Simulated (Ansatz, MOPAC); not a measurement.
Molecule: SiH, net charge 1, singlet state. SMILES of the parent species: [SiH]

Atoms: Si1, H2. Bonds: Si1-H2.

Bond lengths (Å) and angles (degrees) optimised at PM3 with MOPAC; HF/3-21G with Ansatz (a quantum-chemistry and plane-wave program); HF/6-31G* with Ansatz; PBE/6-31G* with Ansatz; B3LYP/LANL2DZ with Ansatz; B3LYP/6-31G* with Ansatz, each started from the B3LYP-D3(BJ)/def2-TZVP structure (Ansatz) of the last column. A row stands for all coordinates that are equal there. 6-31G* holds six Cartesian d functions.

```
coordinate    PM3  HF/3-21G  HF/6-31G*  PBE/6-31G*  B3LYP/LANL2DZ  B3LYP/6-31G*  B3LYP-D3(BJ)/def2-TZVP
----------  -----  --------  ---------  ----------  -------------  ------------  ----------------------
Si1-H2      1.495     1.513      1.492       1.538          1.531         1.521                   1.515
```

Mean signed difference of all 1 bond lengths from B3LYP-D3(BJ)/def2-TZVP: PM3 -0.020 Å, HF/3-21G -0.002 Å, HF/6-31G* -0.023 Å, PBE/6-31G* 0.023 Å, B3LYP/LANL2DZ 0.016 Å, B3LYP/6-31G* 0.006 Å.
